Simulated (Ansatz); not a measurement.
A made-up structure of C2H2Se, closed shell:

C1  (-0.582, -0.303, -0.334)
C2  (0.409, 0.588, 0.168)
Se3  (0.888, -1.467, 0.852)
H4  (-1.585, -0.513, -0.965)
H5  (0.870, 1.695, 0.279)
(Å)

It is relaxed with PBE-D4/def2-SVP and then PBE0-D4/def2-TZVP (Ansatz 0.2.0). Atoms count as bonded within 1.22 times the sum of their covalent radii (H–H: 0.88 Å). The end point is not checked to be a true minimum.

**Question.** Does its bonding change? (A judgement: the text doesn't fix the answer.)

**Answer.** By the calculation: No: no bond forms or breaks.

Where it ends: The first stage lowers the energy by 1.24 eV in 4 steps. It ends as C₂H₂Se ([CH]1[CH][Se]1):
C1  (-0.519, -0.270, -0.298)
C2  (0.365, 0.525, 0.150)
Se3  (0.793, -1.310, 0.761)
H4  (-1.415, -0.458, -0.862)
H5  (0.777, 1.513, 0.249)
(Å)

Labels in which every atom is bracketed show which atoms are joined, not bond orders.

For scale, one of the runs: PBE0-D4/def2-TZVP relaxation, 122 basis functions, launched by `ansatz run in.yaml --threads 2 --pin off --events-out ev --progress --plain --max-ram 4352MiB`. Hardware: 2 CPU threads of an Intel Xeon, shared host. Wall time about 30 s.
